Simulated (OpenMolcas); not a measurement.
## Se III: effect of the active space

- Program: OpenMolcas
- Method: CASSCF or its RAS form
- Basis: ANO-R2
- Scalar Hamiltonian: X2C, finite nucleus
- Spin-orbit coupling: state interaction with AMFI integrals over the reference wave functions, term energies averaged over their components

A. 2 electrons in 3 orbitals (4p); 2S+1 = 3 even, 3 roots; 2S+1 = 1 even, 6 roots; cost of the order of 9 core-seconds
B. 4 electrons in 4 orbitals (4s 4p); 2S+1 = 3 even, 6 roots; 2S+1 = 1 even, 11 roots; 2S+1 = 5 odd, 1 root; 2S+1 = 3 odd, 9 roots; 2S+1 = 1 odd, 8 roots; cost about 30 core-seconds
C. 4 electrons in 8 orbitals (4s 4p 5s 5p); 2S+1 = 3 even, 3 roots; 2S+1 = 1 even, 11 roots; 2S+1 = 5 odd, 1 root; 2S+1 = 3 odd, 9 roots; 2S+1 = 1 odd, 8 roots; cost roughly 26 core-seconds
D. 4 electrons in 9 orbitals (RAS2 4s 4p; RAS3 4d, at most 2 electrons); 2S+1 = 3 even, 6 roots; 2S+1 = 1 even, 12 roots; 2S+1 = 5 odd, 1 root; 2S+1 = 3 odd, 8 roots; 2S+1 = 1 odd, 8 roots; cost of the order of 30 core-seconds

Energies in cm-1 above 4s2 4p2 3P0, the measured ground level; measured values from Moore, Atomic Energy Levels, vol. II, NSRDS-NBS 35 (1971 reprint of NBS Circular 467, 1952).

```
      Level      A      B      C      D  Measured
4s2 4p2 3P0    0.0    0.0    0.0    0.0       0.0
4s2 4p2 3P1   1474   1546   1505   1479      1741
4s2 4p2 3P2   3565   3609   3524   3521      3937
4s2 4p2 1D2  15477  15552  15280  14932     13032
4s2 4p2 1S0  34292  27393  26711  30780
```

Deviations, from unrounded energies. A percentage is the sum of absolute deviations over the sum of measured energies, with the sign that they share, or ± where signs differ.

| Against measurement | Levels | A | B | C | D |
| --- | --- | --- | --- | --- | --- |
| mean absolute deviation (cm-1) | 3 | 1000 | 1000 | 970 | 860 |
| fine structure of the ground term (%) | 2 | -11.3 | -9.2 | -11.4 | -11.9 |
| other terms of the ground configuration (%) | 1 | +18.8 | +19.3 | +17.3 | +14.6 |

D lies closest to measurement on these levels and A furthest from it. The largest miss of D in the table is 4s2 4p2 1D2, by +1900 cm-1. The ranking rests on the paired levels alone, and a cruder setting can come out closer through cancelling errors.

Among A to D the level of the table that moves most is 4s2 4p2 1S0, by 7600 cm-1 (lowest in C, highest in A).

With the s shell closed, the reference lacks s² → p² mixing (holds for A). Active for correlation alone: 5p 5s; no level in the range computed is led by a configuration that fills them, so any true level of that kind is missing (holds for C). Active for correlation alone: 4d; no level in the range computed is led by a configuration that fills it, so any true level of that kind is missing (holds for D). Measured partners are found by configuration, term and J. A level has none where our copy of the source lacks it or the pairing is in doubt (some pairs that miss far off the trend of their configuration count as doubtful), and it then counts in no deviation. Only configurations of the active space appear. Levels that lie high or do not pair safely by name in every column are left out.
